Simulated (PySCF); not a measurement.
Planning calculations on CF3(CH2)2OH (`OCCC(F)(F)F`) (12 atoms, 58 electrons) with PySCF and density fitting. Hardware: one thread of an AMD EPYC 7R43, shared host. Times on a shared machine are rough. SCF iterations of a TDDFT job count the ground state alone. Geometry: PBE0-D3(BJ)/def2-TZVP.

Species: CF3(CH2)2OH, C₃H₅F₃O.
Structure used (PBE0-D3(BJ)/def2-TZVP), in Å, numbered top down from 1:
```
atom  x, y, z in Å
O1     1.811   -1.380    0.204
C2     0.980   -0.345   -0.265
C3    -0.307   -0.254    0.542
C4    -1.248    0.805    0.041
F5    -2.373    0.845    0.767
F6    -0.700    2.030    0.096
F7    -1.607    0.594   -1.234
H8     2.157   -1.133    1.065
H9     1.497    0.621   -0.262
H10    0.749   -0.589   -1.303
H11   -0.833   -1.210    0.512
H12   -0.092   -0.020    1.589
```

```tsv
job	basis functions	grid	SCF iterations	other work
NMR shieldings and populations, PBE0/pcSseg-2	322	level 2	13	4 response iterations, density and orbital grids, charges and field gradients
NMR shieldings, wB97X-D/pcSseg-2	322	level 2	14	6 response iterations
NMR shieldings, WP04/pcSseg-2, IEF-PCM chloroform	322	level 2	14	4 response iterations
NMR shieldings, wB97X-D/pcSseg-2, IEF-PCM chloroform	322	level 2	13	6 response iterations
geometry optimisation, PBE0-D3(BJ)/def2-TZVP	247	level 2	62	9 gradients
NMR shieldings, KT3/pcSseg-2	322	level 2	15	0 response iterations
NMR shieldings, B97-2/pcSseg-2	322	level 2	13	4 response iterations
```

Sort the jobs into tiers of rough cost, cheapest first; a new tier starts where the time jumps by half or more.

- about 40 to 70 core-seconds: NMR shieldings, B97-2/pcSseg-2; NMR shieldings, WP04/pcSseg-2, IEF-PCM chloroform; NMR shieldings, wB97X-D/pcSseg-2, IEF-PCM chloroform; NMR shieldings, wB97X-D/pcSseg-2; NMR shieldings and populations, PBE0/pcSseg-2; NMR shieldings, KT3/pcSseg-2
- roughly 3 core-minutes: geometry optimisation, PBE0-D3(BJ)/def2-TZVP

Within a tier the order means little. The dearest job ran the most SCF iterations (62 against 13 for the cheapest). Dearest over cheapest: a factor of about 5.

What do these jobs cost together, and what share goes to the dearest?

About 9 core-minutes, of which geometry optimisation, PBE0-D3(BJ)/def2-TZVP takes about 40 %.

How much memory did the process hold at its peak in each job?

NMR shieldings, KT3/pcSseg-2: 1.0 GiB; geometry optimisation, PBE0-D3(BJ)/def2-TZVP: 1.1 GiB; NMR shieldings and populations, PBE0/pcSseg-2: 1.3 GiB; NMR shieldings, B97-2/pcSseg-2: 1.3 GiB; NMR shieldings, WP04/pcSseg-2, IEF-PCM chloroform: 1.4 GiB; NMR shieldings, wB97X-D/pcSseg-2: 1.4 GiB; NMR shieldings, wB97X-D/pcSseg-2, IEF-PCM chloroform: 1.5 GiB.
